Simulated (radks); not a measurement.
All-electron atom: Ag4+ in [Kr] 4d5 5s2 (not the ground configuration). Calculated with a radial shooting solver on a logarithmic mesh with Libxc functionals: scalar-relativistic Kohn-Sham, TASK exchange with Perdew-Wang LDA correlation, spin-unpolarised, spherical densities, finite nucleus; meta-GGA in the generalised Kohn-Sham scheme; Fermi nuclear charge, rms radius 4.5454 fm.

Local quantities along the radius. ELF = 1/(1 + alpha^2) is the electron localisation function; alpha = (tau - tau_W)/tau_unif compares the Pauli kinetic energy density with that of the uniform gas; r v_xc is r times the local exchange-correlation potential (hartree bohr, multiplicative part alone). tau is taken from the large components.

r (bohr)	ELF	alpha	r v_xc
0.001417	0.999	0.02261	-0.2036
0.001624	0.999	0.02276	-0.2083
0.00186	0.999	0.02306	-0.2147
0.002148	0.999	0.02356	-0.2234
0.002461	0.999	0.02422	-0.2333
0.00282	0.999	0.02511	-0.2448
0.00323	0.999	0.02627	-0.2581
0.003731	0.999	0.02786	-0.2739
0.004274	0.999	0.02978	-0.2903
0.004897	0.999	0.03222	-0.3081
0.005656	0.999	0.03555	-0.3280
0.006479	0.998	0.03963	-0.3474
0.007423	0.998	0.04495	-0.3668
0.008573	0.997	0.05244	-0.3865
0.009822	0.996	0.06203	-0.4035
0.01125	0.994	0.07518	-0.4190
0.01289	0.991	0.09359	-0.4344
0.01489	0.985	0.1219	-0.4562
0.01706	0.975	0.1616	-0.4940
0.01954	0.953	0.2213	-0.5638
0.02257	0.908	0.3191	-0.6730
0.02586	0.825	0.4612	-0.7594
0.02963	0.690	0.6705	-0.7523
0.03421	0.516	0.9694	-0.6638
0.0392	0.382	1.273	-0.6234
0.04491	0.317	1.466	-0.6676
0.05145	0.329	1.429	-0.7520
0.05942	0.418	1.179	-0.8451
0.06808	0.551	0.9028	-0.9222
0.07799	0.674	0.6962	-0.9826
0.09007	0.749	0.5793	-1.045
0.1032	0.760	0.5625	-1.114
0.1182	0.704	0.6490	-1.178
0.1365	0.556	0.8928	-1.149
0.1564	0.386	1.261	-1.045
0.1792	0.301	1.523	-1.068
0.2053	0.347	1.370	-1.188
0.2371	0.516	0.9692	-1.333
0.2717	0.677	0.6905	-1.419
0.3113	0.761	0.5602	-1.472
0.3595	0.766	0.5533	-1.527
0.4118	0.674	0.6955	-1.551
0.4718	0.447	1.113	-1.275
0.5449	0.218	1.893	-0.9587
0.6243	0.211	1.933	-1.163
0.7153	0.427	1.159	-1.347
0.8195	0.670	0.7023	-1.416
0.9464	0.744	0.5872	-1.476
1.084	0.693	0.6657	-1.522
1.242	0.555	0.8953	-1.438
1.435	0.370	1.304	-1.163
1.644	0.261	1.681	-1.026
1.883	0.264	1.669	-1.140
2.175	0.388	1.255	-1.286
2.491	0.553	0.8989	-1.089
2.854	0.664	0.7111	-0.6257
3.27	0.696	0.6603	-0.02885
3.777	0.639	0.7522	0.7422
4.327	0.469	1.064	1.134
4.957	0.236	1.802	0.4704
5.725	0.073	3.563	-0.01762

On this mesh the ELF has minima near r = 0.045, 0.18, 0.62, 1.6 bohr, which separate the shells, and maxima near 0.10 (0.76), 0.36 (0.77), 0.95 (0.74), 3.3 (0.70).
